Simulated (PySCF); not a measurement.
fluoro(silyloxy)silane (FH5OSi2), SMILES [SiH3]O[SiH2]F. Atoms are numbered in the order given.

```xyz
9

Si    -1.7501     0.4778    -0.6104
O     -0.1366     0.0629    -0.6260
Si     1.2972    -0.0419     0.1654
F      1.1231    -1.0049     1.4610
H     -2.5508    -0.6257    -0.0129
H     -2.1820     0.7101    -2.0141
H     -1.9485     1.7226     0.1872
H      1.7131     1.2921     0.6653
H      2.2936    -0.6612    -0.7365
```
Charge 0, spin multiplicity 1.

Geometry optimised at B3LYP-D3(BJ)/def2-SVP. One conformer was computed; it need not be the lowest.

These are KT2/pcSseg-1 run with PySCF values and carry that method's errors.

GIAO shieldings, no solvent; atoms listed in one row are averaged. δ = σ(ref) − σ: ²⁹Si against TMS (σ = 361.9 ppm); ¹⁷O against H2O (σ = 330.4 ppm); ¹⁹F against CFCl3 (σ = 127.1 ppm); ¹H against TMS (σ = 31.47 ppm), references at their B3LYP-D3(BJ)/def2-TZVP geometries, non-relativistic.

**Question.** Estimate the chemical shifts. (An estimate is asked for; the answer gives what the named calculation found.)

**Answer.** 
```json
[
 {"nucleus": "²⁹Si", "atoms": "Si3", "count": "1", "δ (ppm)": "-22.1"},
 {"nucleus": "²⁹Si", "atoms": "Si1", "count": "1", "δ (ppm)": "-32.3"},
 {"nucleus": "¹⁷O", "atoms": "O2", "count": "1", "δ (ppm)": "50.5"},
 {"nucleus": "¹⁹F", "atoms": "F4", "count": "1", "δ (ppm)": "-188.0"},
 {"nucleus": "¹H", "atoms": "H5, H6, H7", "count": "3", "δ (ppm)": "5.52"},
 {"nucleus": "¹H", "atoms": "H8", "count": "1", "δ (ppm)": "5.45"},
 {"nucleus": "¹H", "atoms": "H9", "count": "1", "δ (ppm)": "5.36"}
]
```
